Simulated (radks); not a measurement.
The numbers below are computed, except where a source is named.
Radial electron density D(r) = 4 pi r^2 rho(r) of an atom or ion with 49 electrons. Code: a radial shooting solver on a logarithmic mesh with Libxc functionals. Model: Dirac Kohn-Sham, PBE, spin-unpolarised, spherical densities, finite nucleus; Fermi nuclear charge, rms radius of each element as measured or else 0.836 A^(1/3) + 0.57 fm.

r (bohr)   D(r) (e/bohr)
0.0009274          1.857
0.001063           2.350
0.001227           3.008
0.001406           3.789
0.001624           4.823
0.00186            6.036
0.002131           7.527
0.002461           9.464
0.00282            11.69
0.003256           14.53
0.003731           17.72
0.004274           21.46
0.004936           26.04
0.005656           30.94
0.006531           36.68
0.007483           42.53
0.008573           48.59
0.009901           54.95
0.01134            60.56
0.0131             65.61
0.01501            69.14
0.0172             71.10
0.01986            71.28
0.02275            69.80
0.02628            67.03
0.0301             64.19
0.03449            62.31
0.03983            62.64
0.04563            65.91
0.0527             72.38
0.06038            80.07
0.06917            87.07
0.07989            90.95
0.09153            89.52
0.1049             83.28
0.1211             74.16
0.1387             67.21
0.1602             65.28
0.1836             68.99
0.2103             74.67
0.2429             76.82
0.2783             70.99
0.3214             56.96
0.3682             41.39
0.4218             29.82
0.4872             25.40
0.5582             26.97
0.6446             29.53
0.7385             28.83
0.8461             24.39
0.9771             17.67
1.119              11.82
1.293              7.469
1.481              4.985
1.697              3.412
1.96               2.177
2.245              1.257
2.593             0.5807
2.971             0.2253
3.404            0.06820
3.931            0.01409
4.504           0.002282
5.201          0.0002247

What is the nuclear charge?

Answer. Z = 54. The innermost maximum, from 1s, lies near gamma/Z bohr with gamma = sqrt(1 - (Z/c)^2) = 0.919, here 0.017 bohr (found: 0.0188), and its height grows with Z. The density is that of the xenon ion Xe5+ in [Kr] 4d10 5s2 5p1; the configuration itself is not fixed sharply by these data, and Z only to a few units. D(r) has 4 maxima, at r = 0.0188, 0.0825, 0.235, 0.676 bohr, and minima at 0.0365, 0.155, 0.495 bohr, inside which lie 2.02, 11.18, 29.01 electrons.
